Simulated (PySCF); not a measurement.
**TDDFT excited states: C4H9O4P**

Compound: C4H9O4P.
SMILES: `CO[P@@]1(=O)OC[C@@H](C)O1`

Method used: PySCF, TDDFT wB97X-D/def2-SVPD, vertical, gas phase, core orbitals frozen in the response. One conformer (not necessarily the lowest) at the PBE0-D3(BJ)/def2-SVP geometry, without solvent, vibrations or thermal averaging.

Question: Predict the UV-vis stick spectrum at this level.

Answer: 

```csv
state,E (eV),λ (nm),ν̃ (cm⁻¹),f,|μ| (D),"main configurations (H = HOMO, L = LUMO)"
S1,7.97,155.5,64300,0.012,0.63,"H→L (55%), H→L+1 (22%), H→L+2 (11%)"
S2,8.24,150.4,66480,0.039,1.12,"H-1→L (51%), H-1→L+1 (26%), H-1→L+2 (11%)"
S3,8.65,143.3,69790,0.017,0.72,"H→L+1 (49%), H→L (20%), H-3→L (11%)"
S4,8.91,139.2,71830,0.032,0.98,"H-2→L (33%), H-2→L+1 (22%), H-2→L+2 (9%)"
S5,8.92,139.0,71940,0.0052,0.39,"H→L+2 (28%), H-3→L (18%), H-3→L+1 (15%)"
S6,9.19,134.9,74140,0.0043,0.35,"H-1→L+1 (20%), H→L+4 (20%), H-4→L (14%)"
S7,9.33,132.9,75240,0.032,0.95,"H→L+2 (14%), H-4→L+1 (11%), H-3→L+2 (10%)"
S8,9.38,132.1,75680,0.033,0.96,"H-4→L (18%), H→L+3 (15%), H-4→L+1 (10%)"
S9,9.45,131.2,76230,0.0092,0.51,"H-5→L (14%), H-4→L (11%), H→L+5 (11%)"
S10,9.48,130.7,76490,0.0052,0.38,"H-1→L+5 (25%), H→L+3 (21%)"
```

Triplets, Tamm–Dancoff:

| state | E (eV) | λ (nm) | main configurations (H = HOMO, L = LUMO) |
| --- | --- | --- | --- |
| T1 | 7.67 | 161.7 | H→L (43%), H→L+1 (24%), H→L+2 (14%) |
| T2 | 7.89 | 157.2 | H-1→L (41%), H-1→L+1 (28%), H-1→L+2 (12%) |
| T3 | 8.48 | 146.2 | H-2→L (26%), H→L+1 (14%), H→L (11%) |
| T4 | 8.56 | 144.8 | H→L+1 (26%), H→L (15%), H-2→L+1 (15%) |

The lowest singlet lies at 7.97 eV (156 nm, vacuum ultraviolet) and is weak; its leading configuration is HOMO→LUMO (55%). The most intense listed level is S2 at 8.24 eV (150 nm, f = 0.039), 0.27 eV above S1. Löwdin shares by element: HOMO oxygen 74% (atoms not listed hold the other 26%); LUMO carbon 31% or more, phosphorus 9% (atoms not listed hold the other 60%). Weighted by f, the mean energy of these states is 8.89 eV. Orbital energies (eV): HOMO-3 -11.47, HOMO-2 -11.25, HOMO-1 -10.59, HOMO -10.26, LUMO 2.02, LUMO+1 2.35, LUMO+2 2.84. Of the 10 states listed, 6 reach f = 0.01 and none stays under 0.0005. All these states lie below the vertical ionisation energy of 10.46 eV (ΔSCF). Only the lowest 10 singlets were computed, as vertical energies without vibronic structure.
